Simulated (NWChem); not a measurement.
CH3Zn cation; SMILES [Zn+][CH3]

```xyz
5

Zn     0.0000     0.0000    -0.4610
C      0.0000     0.0000     1.5084
H      0.7492     0.7492     1.7983
H      0.2742    -1.0234     1.7983
H     -1.0234     0.2742     1.7983
```
Atoms are numbered in this order, from 1.

All runs use the structure optimised with PBE0/def2-SVP.

Q: List the 6 lowest vertical singlet excitations from PBE0/6-31G* (spherical d), TDA (NWChem).

A: 
```tsv
state	energy (eV)	oscillator strength	leading excitation (squared amplitude)
S1	5.75	0.561	HOMO → LUMO (0.89)
S2	6.43	0.007	HOMO−1 → LUMO (0.99)
S3	6.43	0.007	HOMO−2 → LUMO (0.99)
S4	7.91	0.307	HOMO → LUMO+1 (0.94)
S5	7.91	0.307	HOMO → LUMO+2 (0.94)
S6	8.53	0.000	HOMO−3 → LUMO (1.00)
```
